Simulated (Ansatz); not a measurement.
The same path of BGeH$_{6}$N (9 atoms, charge 0, multiplicity 1) was run twice with different band settings. The coordinate that changes most is the dihedral N1–B2–Ge3–H9.

Theory: RKS B3LYP/def2-SVP in Ansatz 0.2.0.

Relaxed end points:

```xyz
9
Properties=species:S:1:pos:R:3
N -0.801 0.768 -1.237
B 0.069 0.820 -0.156
Ge 0.543 -0.895 0.916
H -1.249 -0.082 -1.565
H -1.054 1.587 -1.781
H 0.543 1.890 0.145
H 2.062 -1.198 0.893
H -0.171 -2.157 0.359
H 0.147 -0.779 2.408
```

```xyz
9
Properties=species:S:1:pos:R:3
N -0.984 1.022 -0.860
B 0.284 0.521 -0.598
Ge 0.576 -0.941 0.847
H -1.824 0.717 -0.378
H -1.163 1.738 -1.557
H 1.214 0.961 -1.234
H 1.531 -0.469 1.971
H 1.204 -2.228 0.257
H -0.749 -1.366 1.536
```

Common settings: movable images 9; climbing image yes; spring 5.0 eV/Å²; optimiser quadratic models (default); start path through a guess of the saddle point; end points relaxed.

| run | force threshold | iteration limit |
| --- | --- | --- |
| 1 | 0.03 eV/Å | 12 |
| 2 | 0.5 eV/Å | 20 |

**Question.** What does each run give, and how far can it be trusted?

**Answer.** Run 1: converged after 9 iterations, highest image 0.034 eV above the first end. A vibrational analysis at the climbing image gives one clearly imaginary mode, 105i cm⁻¹: a first-order saddle point.
Run 2: converged after 5 iterations, highest image 0.042 eV above the first end. The threshold of 0.5 eV/Å is loose, so the images may lie well off the minimum-energy path. The order of the stationary point at the top wasn't checked.
